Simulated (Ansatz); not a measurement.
Ga₈P₈H₂₂⁺, a nanocrystal cut from wurtzite GaP (hydrogen-capped). Charge 1, multiplicity 2. Geometry PBE-D4/def2-SVP, that of the neutral singlet.

Cartesian coordinates in Å:
```
Ga -2.4469 -3.8143 0.5042
P -0.0279 -4.1460 0.7789
P -2.2992 -1.5182 -0.2264
Ga -1.5169 -0.0643 1.4910
Ga 1.6015 -2.4254 0.3497
P 0.8293 -0.5814 1.6503
P -1.5466 2.1822 0.6989
Ga -0.9045 3.7695 2.4007
Ga 2.3430 1.2203 1.2614
P 1.4301 3.0228 2.5718
Ga -1.1878 -1.3854 -2.3177
P 1.1312 -1.6878 -1.8575
P -1.3063 0.9725 -2.8263
Ga -0.3747 2.6124 -1.3179
Ga 2.5452 0.1358 -2.6130
P 1.8396 1.7949 -0.9865
H -3.0596 -3.8785 1.9560
H -2.8709 -4.7303 -0.7086
H 0.2488 -4.6528 2.0877
H 0.3945 -5.2905 0.0320
H -3.6455 -1.1029 -0.4866
H -2.2537 -0.2595 2.8705
H 3.0820 -2.8741 0.6395
H 1.0519 -0.9670 3.0111
H -2.9211 2.4590 0.4042
H -1.5816 3.3897 3.7735
H -0.8473 5.2188 1.7793
H 3.8511 0.9077 1.5853
H 1.7520 2.7391 3.9365
H 2.3114 4.1346 2.3894
H -1.7820 -2.2687 -3.4776
H 1.4905 -2.8032 -2.6806
H -2.6831 1.3022 -3.0250
H -0.8489 1.2125 -4.1583
H -0.4920 4.0739 -1.8914
H 4.0517 -0.2403 -2.3342
H 1.9838 0.6019 -4.0200
H 2.6588 2.9408 -1.2441
```

Single mean-field runs in def2-SVP are fitted with def2-universal-jkfit. At LDA (SPW92)/def2-SVP the gap within one spin of the charge 1 doublet nearly closes, so an electron or hole may be smeared out by delocalisation error.

Estimate the α-spin orbital energies around the gap (eV) in Ansatz with LDA (SPW92)/def2-SVP, PBE-D4/def2-SVP, PBE0-D4/def2-SVP.


| orbital | LDA (SPW92)/def2-SVP | PBE-D4/def2-SVP | PBE0-D4/def2-SVP |
| --- | --- | --- | --- |
| HOMO−5 | -9.86 | -9.81 | -10.90 |
| HOMO−4 | -9.78 | -9.74 | -10.86 |
| HOMO−3 | -9.71 | -9.68 | -10.81 |
| HOMO−2 | -9.45 | -9.41 | -10.50 |
| HOMO−1 | -9.40 | -9.38 | -10.45 |
| HOMO | -9.38 | -9.34 | -10.39 |
| LUMO | -5.11 | -4.93 | -4.25 |
| LUMO+1 | -4.92 | -4.75 | -4.05 |
| LUMO+2 | -4.81 | -4.65 | -3.93 |
| LUMO+3 | -4.76 | -4.59 | -3.87 |
| LUMO+4 | -4.59 | -4.40 | -3.65 |
| LUMO+5 | -4.53 | -4.36 | -3.63 |
| β HOMO | -9.34 | -9.29 | -10.28 |
| β LUMO | -9.27 | -9.21 | -9.27 |
